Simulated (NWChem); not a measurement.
## Correlation energy of C2H4F

```
C
H 1 1.0994
H 1 1.1025 2 108.44
H 1 1.1088 2 107.74 3 -115.43
C 1 1.4752 2 110.25 4 -122.91
F 5 1.3371 1 116.04 2 -173.63
H 5 1.0955 6 113.11 1 151.21
```
Charge 0, spin multiplicity 2.

The numbers come from NWChem runs, not from measurements. All single points use one geometry, from UPBE0/def2-SVP, a minimum by its harmonic frequencies.

Basis set: STO-3G. Each correlation energy counts from its own Hartree-Fock reference.

The correlated methods keep 3 core orbitals frozen. The structure started from a generated list of species. The stability of the SCF solutions was not checked. Open-shell Hartree-Fock references start from PBE0 orbitals. Coupled-cluster values serve here as a point of comparison, not as the truth.

Q: Order these methods by the correlation energy they give, lowest first: UMP2, SCS-UMP2, CCSD on UHF, CCSD[T] on UHF, CCSD[T] on ROHF.

A: CCSD[T] on ROHF (-149.0 mHa), CCSD[T] on UHF (-146.0 mHa), CCSD on UHF (-143.6 mHa), SCS-UMP2 (-115.8 mHa), UMP2 (-105.3 mHa)
